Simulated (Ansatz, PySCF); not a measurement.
Process, species as SMILES: Cl[C]Cl → Cl[C]Cl as doublet, charge +1 + e-
Geometries: B3LYP-D3(BJ)/def2-TZVP minima from Ansatz (a first-principles code). Unstable Hartree-Fock reference: Cl[C]Cl.

Property: adiabatic ionisation energy (0 K, with B3LYP-D3(BJ) harmonic zero-point energies from PySCF), in eV. Correlated levels leave the core frozen unless marked. UHF or UKS for open shells. No spin-orbit coupling. Non-relativistic. CBS(X,Y): correlation extrapolated as X^-3; Hartree-Fock from the larger set.

| level | program | adiabatic ionisation energy (eV) | minus last row |
|---|---|---|---|
| TPSS/def2-TZVPD | PySCF | 8.97 | -0.33 |
| r2SCAN-D3(BJ)/def2-TZVPD | Ansatz + dftd3 | 8.90 | -0.40 |
| B3LYP-D4/def2-TZVPD | Ansatz + dftd4 | 9.11 | -0.19 |
| PBE0/def2-TZVPD | Ansatz | 8.96 | -0.34 |
| PBE0/def2-QZVPP | Ansatz | 8.95 | -0.35 |
| PW6B95-D3(BJ)/def2-TZVPD | PySCF + dftd3 | 9.05 | -0.25 |
| wB97X-V/def2-TZVPD | Ansatz | 9.12 | -0.18 |
| B2GP-PLYP/def2-TZVPD | Ansatz | 9.02 | -0.28 |
| MP2/6-31G* | Ansatz | 8.63 | -0.67 |
| MP2/cc-pVTZ | Ansatz | 9.01 | -0.29 |
| RI-MP2/aug-cc-pV(Q+d)Z | Ansatz | 9.12 | -0.18 |
| SCS-MP2/cc-pV(T+d)Z | Ansatz | 9.04 | -0.26 |
| CCSD(T)/cc-pwCVTZ | Ansatz | 9.08 | -0.22 |
| CCSD(T)/cc-pV(Q+d)Z | Ansatz | 9.21 | -0.09 |
| CCSD(T)/CBS(cc-pV(T+d)Z,cc-pV(Q+d)Z) | Ansatz | 9.30 | 0.00 |
